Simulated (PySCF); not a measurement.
**Simulated absorption spectrum**

Species: C2H8F3NSi2.
Structure used (GFN2-xTB), in Å, numbered top down from 1:
```
atom  x, y, z in Å
F1     2.7965   -0.9899   -0.8529
C2     2.3521   -0.2334    0.1732
F3     3.4475    0.3183    0.7308
F4     1.8687   -1.1028    1.0879
Si5    1.0307    1.0893   -0.3906
C6    -0.4164    0.0581   -1.1014
N7    -1.0857   -0.7857   -0.1335
Si8   -2.4078   -0.2710    0.8376
H9     1.7239    1.8875   -1.3976
H10    0.7018    1.8110    0.8344
H11   -0.0515   -0.5687   -1.9263
H12   -1.1664    0.7274   -1.5268
H13   -0.4769   -1.4987    0.2376
H14   -3.3664    0.3112   -0.1043
H15   -2.0803    0.7513    1.8469
H16   -2.8775   -1.4951    1.4760
```

Level of theory: PySCF, TDDFT B3LYP/def2-SVPD, vertical, gas phase, core orbitals frozen in the response.

Computed states:

| state | E (eV) | f |
| --- | --- | --- |
| S1 | 5.29 | 0.0050 |
| S2 | 5.66 | 0.034 |
| S3 | 6.19 | 0.016 |
| S4 | 6.38 | 0.042 |
| S5 | 6.53 | 0.0097 |
| S6 | 6.70 | 0.0071 |
| S7 | 6.82 | 0.076 |
| S8 | 6.98 | 0.028 |

Broadening: Gaussians 0.3 eV wide at half height, area fixed by f = 4.319×10⁻⁹ ∫ε dν̃. The width is an assumption, not a result. The curve ends short of the highest state used, and states not computed would add to its high-energy end.

Problem. Give the broadened spectrum and its maxima.

Solution. 
| λ (nm) | ε (L mol⁻¹ cm⁻¹) |
| --- | --- |
| 194.4 | 4725 |
| 195.8 | 4524 |
| 197.2 | 4049 |
| 198.7 | 3378 |
| 200.1 | 2716 |
| 201.5 | 2090 |
| 203.0 | 1499 |
| 204.4 | 1047 |
| 205.8 | 715 |
| 207.3 | 516 |
| 208.7 | 494 |
| 210.1 | 641 |
| 211.6 | 981 |
| 213.0 | 1440 |
| 214.4 | 1969 |
| 215.9 | 2507 |
| 217.3 | 2875 |
| 218.7 | 3033 |
| 220.2 | 2940 |
| 221.6 | 2643 |
| 223.0 | 2219 |
| 224.5 | 1726 |
| 225.9 | 1312 |
| 227.3 | 987 |
| 228.8 | 753 |
| 230.2 | 626 |
| 231.6 | 558 |
| 233.1 | 519 |
| 234.5 | 488 |
| 235.9 | 449 |
| 237.4 | 394 |
| 238.8 | 331 |
| 240.2 | 265 |
| 241.7 | 198 |
| 243.1 | 143 |
| 244.5 | 98 |
| 246.0 | 62 |
| 247.4 | 39 |
| 248.8 | 23 |
| 250.3 | 13 |
| 251.7 | 7 |
| 253.1 | 4 |
| 254.6 | 2 |
| 256.0 | 1 |

Maxima: 219 nm (5.66 eV), ε about 3000, made up of S2 (100%) (ε in L mol⁻¹ cm⁻¹; maxima over ε = 5, shares over 10%). At its high-energy end, 6.38 eV, the curve is still rising (ε about 4700, from S3 and S4).

Problem. On this curve, what absorbance would a 10⁻³ mol/L sample give at 248 nm over a 1 cm path?

Solution. 248 nm is 4.999 eV, where ε is about 31 L mol⁻¹ cm⁻¹, so A = ε c l ≈ 0.031 (Beer–Lambert, with the gas-phase spectrum and the assumed width).

Problem. What would ε be at 5.66 eV, the highest of these maxima, with half the width (0.15 eV)?

Solution. About 6050 L mol⁻¹ cm⁻¹ against 3040, a factor of about 1.99; a lone state at its own centre would give exactly 2.

Problem. Coming from long wavelengths, where does ε first pass 100 L mol⁻¹ cm⁻¹?

Solution. At about 244 nm (5.07 eV), 0.22 eV below S1.

One conformer stands for the species.
